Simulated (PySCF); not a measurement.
## CaSe⁺: input and log

State: ²Π (doublet), unpaired electrons π ↑.

An equivalent input (the run itself took its basis sets from the Basis Set Exchange, started from a PBE0 density and held the occupation σ 13α 13β, πx 6α 6β, πy 6α 5β, δx 1α 1β, δy 1α 1β):

```python
from pyscf import gto, scf, cc
mol = gto.M(atom='Ca 0 0 0; Se 0 0 2.595', basis={'Ca': 'def2-SVP', 'Se': 'def2-SVP'},
            charge=1, spin=1, verbose=4, symmetry='C2v')
mf = scf.UHF(mol)
mf.irrep_nelec = {'A1': (14, 14), 'A2': (1, 1), 'B1': (6, 6), 'B2': (6, 5)}
mf.conv_tol = 1e-9
mf.max_cycle = 60
mf.diis_space = 10
mf.kernel()
mycc = cc.CCSD(mf, frozen=[[0, 1, 2, 3, 4, 5, 6, 7, 8, 9, 10, 11, 12, 13], [0, 1, 2, 3, 4, 5, 6, 7, 8, 9, 10, 11, 12, 13]])
mycc.run(conv_tol=1e-7, conv_tol_normt=1e-5, max_cycle=80, diis_space=8)
et = mycc.ccsd_t()
```

The SCF ended at -3076.04738928 hartree. The coupled-cluster part of the log:

```
******** <class 'pyscf.cc.uccsd.UCCSD'> ********
CC2 = 0
CCSD nocc = (13, 12), nmo = (42, 42)
frozen orbitals [[0, 1, 2, 3, 4, 5, 6, 7, 8, 9, 10, 11, 12, 13], [0, 1, 2, 3, 4, 5, 6, 7, 8, 9, 10, 11, 12, 13]]
max_cycle = 80
direct = 0
conv_tol = 1e-07
conv_tol_normt = 1e-05
diis_space = 8
diis_start_cycle = 0
diis_start_energy_diff = 1e+09
Init t2, MP2 energy = -0.309862508924313
Init E_corr(UCCSD) = -0.309862508925858
cycle = 1  E_corr(UCCSD) = -0.317166767757727  dE = -0.00730425883  norm(t1,t2) = 0.0592456
cycle = 2  E_corr(UCCSD) = -0.323369061047483  dE = -0.00620229329  norm(t1,t2) = 0.0201885
cycle = 3  E_corr(UCCSD) = -0.323787804877532  dE = -0.00041874383  norm(t1,t2) = 0.0131761
cycle = 4  E_corr(UCCSD) = -0.324772611553234  dE = -0.000984806676  norm(t1,t2) = 0.00714934
cycle = 5  E_corr(UCCSD) = -0.32479443795951  dE = -2.18264063e-05  norm(t1,t2) = 0.00297906
cycle = 6  E_corr(UCCSD) = -0.324656600112072  dE = 0.000137837847  norm(t1,t2) = 0.00137597
cycle = 7  E_corr(UCCSD) = -0.324660721062067  dE = -4.12094999e-06  norm(t1,t2) = 0.000469775
cycle = 8  E_corr(UCCSD) = -0.324684240548218  dE = -2.35194862e-05  norm(t1,t2) = 0.000179368
cycle = 9  E_corr(UCCSD) = -0.324681706535396  dE = 2.53401282e-06  norm(t1,t2) = 7.1306e-05
cycle = 10  E_corr(UCCSD) = -0.324680252362441  dE = 1.45417296e-06  norm(t1,t2) = 2.92285e-05
cycle = 11  E_corr(UCCSD) = -0.324680947163577  dE = -6.94801136e-07  norm(t1,t2) = 1.46042e-05
cycle = 12  E_corr(UCCSD) = -0.324680774795481  dE = 1.72368096e-07  norm(t1,t2) = 7.45876e-06
cycle = 13  E_corr(UCCSD) = -0.324680876490029  dE = -1.01694548e-07  norm(t1,t2) = 3.23337e-06
cycle = 14  E_corr(UCCSD) = -0.324680922253433  dE = -4.5763405e-08  norm(t1,t2) = 1.42111e-06
UCCSD converged
E(UCCSD) = -3076.372070197957  E_corr = -0.3246809222534335
UCCSD(T) correction = -0.00659518132032787
```

T1 diagnostic 0.011, D1 0.051, 25 electrons correlated.

Repeating this along the bond gives Re = 2.656 Å and ωe = 285 cm⁻¹.

A point of this curve took 11 CPU seconds beside 0.19 for the integrals, on Arm Neoverse V2 (shared host).

Correlated steps freeze 14 core orbitals. Spin–orbit coupling is left out. The state was picked by a PBE0 search and need not be the measured ground state.
